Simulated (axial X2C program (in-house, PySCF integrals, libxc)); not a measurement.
# Potential curves of NaTe⁻, with spin–orbit coupling

Calculated with an in-house all-electron X2C program for linear molecules (integrals from PySCF). Two-component (2c) means X2C with spin–orbit coupling and atomic mean-field two-electron Coulomb and Gaunt terms. Basis: Te dyall-acv3z [12s13p9d5f1g], Na dyall-av3z [10s9p5d2f] (cores contracted in-house); Gaussian nuclei, density fitting, unrestricted open shells. Masses: Te 129.906 u, Na 22.990 u.

State: Ω = 0 (closed shell). Energies in eV from the fragments at the same level (Te- + Na). Fits are polynomials in 1 − R0/R over 0.85 to 1.23 times the lowest point R0.

| R (Å) | PBE0 | MP2 |
| --- | --- | --- |
| 2.3768 | -0.9077 | -0.7994 |
| 2.4861 | -1.1408 | -1.0715 |
| 2.5681 | -1.2408 | -1.1953 |
| 2.6500 | -1.2917 | -1.2663 |
| 2.7320 | -1.3044 | -1.2963 |
| 2.8276 | -1.2846 | -1.2917 |
| 2.9232 | -1.2359 | -1.2555 |
| 3.0462 | -1.1468 | -1.1766 |
| 3.1964 | -1.0130 | -1.0490 |
| 3.4150 | -0.8018 | -0.8326 |

Correlated methods: 8 electrons correlated (number of frozen shells: Te 4 s, 3 p, 2 d; Na 2 s, 1 p), 318 virtual spin orbitals or spinors in MP2.

The state is one determinant whose occupation by symmetry is held fixed; it was picked as the lowest of a PBE0 search that is not exhaustive. Closed shells are restricted here (equal orbitals for both partners); the stretched side of such a curve lies too high. Dissociation energies refer to the lowest single-determinant-based atoms at the same level and basis. Without a current term, density functionals place determinants with orbital angular momentum somewhat too high. The highest occupied level of some functionals is positive through self-interaction error; at Hartree–Fock it is bound. With the outer-core shells frozen, correlated bond lengths of heavy atoms tend to come out a few hundredths of an ångström too long. MP2 and coupled cluster on one determinant become unreliable at the stretched end.

Q: Fit the PBE0 curve near its minimum: give the equilibrium distance, the harmonic wavenumber and the well depth.

A: At PBE0, 2c: Re = 2.725 Å, ωe ≈ 246 cm⁻¹, De = 1.30 eV to Te- + Na; Be follows as 0.116 cm⁻¹.

Q: Fit the MP2 curve near its minimum: give the equilibrium distance, the harmonic wavenumber and the well depth.

A: At MP2, 2c: Re = 2.767 Å, ωe ≈ 242 cm⁻¹, De = 1.30 eV to Te- + Na; Be follows as 0.113 cm⁻¹.
